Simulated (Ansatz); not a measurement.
The cluster Si2N2O. Total charge 0; singlet. Geometry r2SCAN-D4/def2-SVP, basis def2-TZVP, Ansatz.

```
atom    x (Å)    y (Å)    z (Å)
 Si1  -0.6750   2.8524   0.0391
 Si2   0.6132  -1.3118  -0.2464
  N3  -0.2442   0.0269   0.1798
  N4  -0.3709   1.2716   0.0702
  O5   0.6769  -2.8391  -0.0427
```

| run | HOMO (eV) | LUMO (eV) |
| --- | --- | --- |
| A | -6.64 | -3.90 |
| B | -5.87 | -4.57 |
| C | -5.49 | -4.44 |
| D | -5.67 | -4.58 |
| E | -8.52 | -2.01 |

Another isomer (singlet) lies 1.84 eV lower at PBE0-D4/def2-TZVP; other spin states weren't run for this one.

Question: The runs used BLYP, PBE, PBE0, r2SCAN, ωB97M-V. Estimate which is which.

Answer: A PBE0 (25 % exact exchange); B r2SCAN (0 % exact exchange); C BLYP (0 % exact exchange); D PBE (0 % exact exchange); E ωB97M-V (range-separated). Exact exchange lowers occupied and raises empty levels; among semilocal functionals meta-GGAs tend to open the gap a little, and such runs are hard to tell apart. The gap grows from 1.06 eV (BLYP) to 6.52 eV (ωB97M-V). The restricted singlet is unstable towards broken spin symmetry in Hartree–Fock (as tested in another run); at PBE0-D4/def2-TZVP, r2SCAN-D4/def2-TZVP, BLYP-D4/def2-TZVP, PBE-D4/def2-TZVP and others this wasn't settled.
